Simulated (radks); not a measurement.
Pr IV, 56 electrons, occupied as [Kr] 4d10 4f2 5s2 5p5 5f1 (not the ground configuration).

All-electron calculation, Dirac Kohn-Sham, LDA (Slater exchange, Perdew-Zunger correlation), spin-unpolarised, spherical densities, finite nucleus; open shells fill j = l - 1/2 first; Fermi nuclear charge, rms radius 4.8919 fm. Program: a radial shooting solver on a logarithmic mesh with Libxc functionals.

Energy parts (hartree):
| part | energy |
|---|---|
| total | -9232.6035 |
| kinetic | 9927.5992 |
| electron-nucleus | -22459.6924 |
| Hartree | 3508.0230 |
| exchange-correlation | -208.5332 |

Orbitals (lengths in bohr, moments of r in powers of bohr; r(90%) holds 90 % of the orbital's charge):
orbital  occ.  eigenvalue (hartree)  r(90%)      <r^4>
1s1/2       2             -1535.016  0.0435  1.650e-06
2s1/2       2             -248.0593   0.159  0.0002697
2p1/2       2             -234.6348   0.142  0.0001690
2p3/2       4             -216.9363   0.150  0.0002124
3s1/2       2             -54.61176   0.400    0.01092
3p1/2       2             -48.88635   0.394    0.01011
3p3/2       4             -45.38208   0.411    0.01201
3d3/2       4             -35.34718   0.384   0.009090
3d5/2       6             -34.59118   0.389   0.009592
4s1/2       2             -11.94892   0.894     0.2773
4p1/2       2              -9.80334   0.930     0.3229
4p3/2       4              -9.03937   0.970     0.3825
4d3/2       4              -5.50460    1.08     0.5780
4d5/2       6              -5.36968    1.09     0.6099
5s1/2       2              -2.64200    2.07      7.959
5p1/2       2              -2.02764    2.30      12.10
5p3/2       3              -1.90388    2.40      14.33
4f5/2       2              -1.36328    1.65      3.431
4f7/2       0              -1.34805    1.66      3.550
5f5/2       1              -0.43517    6.21      613.1
5f7/2       0              -0.43426    6.22      619.5

The highest occupied level is 5f5/2 at -11.841 eV. The configuration is held as typed, so some empty levels lie below it. The density falls to 0.001 e/bohr^3 at r = 4.50 bohr.
